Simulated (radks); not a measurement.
The cobalt ion Co8+, configuration [Ar] 3d1. Method: scalar-relativistic Kohn-Sham, BLYP, spin-polarised, spherical densities, finite nucleus; open shells are filled with parallel spins first; Fermi nuclear charge, rms radius 3.7875 fm; computed with a radial shooting solver on a logarithmic mesh with Libxc functionals.

Unscreened Slater integrals over Kohn-Sham orbitals (eV). They are taken over the spin-up orbitals.

F0(3d,3d): 34.278
F2(3d,3d): 17.025
F4(3d,3d): 10.851
F0(3d,3p): 33.754
F2(3d,3p): 16.557
G1(3d,3p): 19.660
G3(3d,3p): 12.455
F0(3d,3s): 34.003
G2(3d,3s): 15.198
F0(3d,2p): 45.203
F2(3d,2p): 10.582
G1(3d,2p): 8.5510
G3(3d,2p): 4.8762
F0(3p,3p): 33.627
F2(3p,3p): 17.031
F0(3p,3s): 33.836
G1(3p,3s): 22.474
F0(3p,2p): 45.173
F2(3p,2p): 9.8043
G0(3p,2p): 3.8983
G2(3p,2p): 4.1260
F0(3s,3s): 34.088
F0(3s,2p): 45.047
G1(3s,2p): 4.0225
F0(2p,2p): 110.56
F2(2p,2p): 52.110

Derived for the open shells (J is the average intra-shell exchange parameter used in DFT+U). 3d: Racah B = F2/49 - 5 F4/441 = 0.2244 eV, C = 35 F4/441 = 0.8612 eV, C/B = 3.84, F4/F2 = 0.637, J = (F2 + F4)/14 = 1.991 eV.
